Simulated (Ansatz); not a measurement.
A run for Ansatz (a program for electronic structure): R-wB97M-V/def2-TZVPP on CH7GeN (SMILES [CH3][GeH2][NH2]), a point of a torsion scan.

Ansatz 0.2 input:
```yaml
crystal:
  periodic: [false, false, false]
  atoms:
    - {symbol: C, position_ang: [1.31874477, 0.56063604, -0.02377406]}
    - {symbol: Ge, position_ang: [-0.12936764, -0.79142951, -0.07318383]}
    - {symbol: N, position_ang: [-0.50468935, -1.57718368, 1.52067845]}
    - {symbol: H, position_ang: [2.29551431, 0.08308477, -0.03288805]}
    - {symbol: H, position_ang: [1.26412042, 1.21795562, -0.88583939]}
    - {symbol: H, position_ang: [1.24515309, 1.17337415, 0.87147418]}
    - {symbol: H, position_ang: [0.20110801, -1.92495109, -0.99897572]}
    - {symbol: H, position_ang: [-1.43001450, -0.17144039, -0.49571094]}
    - {symbol: H, position_ang: [-0.83092401, -0.95871387, 2.25045381]}
    - {symbol: H, position_ang: [0.21902326, -2.16346327, 1.91301637]}
basis:
  gaussian:
    orbitals: def2-TZVPP
hamiltonian:
  xc: {name: wB97M-V}
scf: {lower_state_search: off}
```

The head of its log:

```
WARN ansatz: RAYON_NUM_THREADS=1 ignored (pool sized by the plan → 1); use --threads N
Functional definition: wB97M-V
these checks for a lower state are left out or cut short: stability, starts, cluster_reference, orbital_swaps, neighbouring_geometries, increment
integrals: 0.16 GiB planned
1134 factors; their error is unknown
integrals: 0.19 GiB planned
276 factors; integrals over basis functions are off by at most 8.7e-6 eV
mean field: 1.34 GiB planned
mean field evaluation 1: about -59149.3881 eV, gradient 6.0e1 eV
mean field evaluation 2: about -59150.2612 eV, gradient 5.6e1 eV
```

**Question.** Give the final energy of this run.

**Answer.** -2173.9470 hartree.
